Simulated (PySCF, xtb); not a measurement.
Al(Cl)(Me)(vinyl) (C3H6AlCl), SMILES C=[CH][Al]([Cl])[CH3]. One conformer was computed; it need not be the lowest.

Harmonic wavenumbers (cm⁻¹) from GFN2-xTB in xtb at its own minimum, in rising order: 28, 78, 87, 123, 182, 230, 384, 456, 557, 572, 643, 674, 923, 970, 1035, 1236, 1298, 1409, 1445, 1453, 1620, 2903, 2920, 2932, 2973, 3029, 3068.

**Question.** What does PBE-D3(BJ)/def2-SVP run with PySCF give at its own minimum? (The exact figures need the calculation; the answer reports its results.)

**Answer.** 40, 67, 110, 156, 183, 267, 436, 460, 596, 626, 685, 698, 957, 960, 1025, 1167, 1219, 1370, 1374, 1377, 1595, 2968, 3027, 3058, 3060, 3074, 3112. Paired by order, the mean absolute difference is 45 cm⁻¹ and the zero-point energies are 47.5 and 48.1 kcal/mol.
